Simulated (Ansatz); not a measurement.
BeMeBr (CH₃BeBr), relaxed as a singlet with RKS PBE0-D4/def2-TZVP in Ansatz, starting from the GFN2-xTB geometry. Force threshold 0.02 eV/Å.

Start:

```csv
atom,x (Å),y (Å),z (Å)
Be1,0.3106,0.7910,0.6043
C2,-0.1987,-0.5191,-0.3820
H3,-0.0134,-1.5044,0.0433
H4,0.2820,-0.5506,-1.3592
H5,-1.2656,-0.5164,-0.6046
Br6,0.8850,2.2995,1.6981
```

**Question.** Estimate the energy that the relaxation releases and the steps that it takes.

**Answer.** 4.0 kJ/mol, in 3 steps; 2.2 s on 4 threads of Arm Neoverse V1 on a shared host. No frequencies were taken in this run, so the end may be a saddle point.

**Question.** Does the start keep its bonding and symmetry?

**Answer.** By distances, no bond broke or formed. The bond that changes most is Be1–C2, from 1.72 to 1.67 Å (atoms count from 1). Point group C3v at the start, C3v at the end, both within 0.05 Å.

**Question.** Predict the relaxed structure.

**Answer.** 
```xyz
6

Be    0.294    0.755    0.568
C    -0.202   -0.524   -0.388
H     0.006   -1.490    0.084
H     0.305   -0.521   -1.359
H    -1.278   -0.486   -0.586
Br    0.875    2.266    1.682
```
Bond lengths: 1 × Be–C 1.67 Å; 1 × Be–Br 1.97 Å; 3 × C–H 1.09 to 1.10 Å.
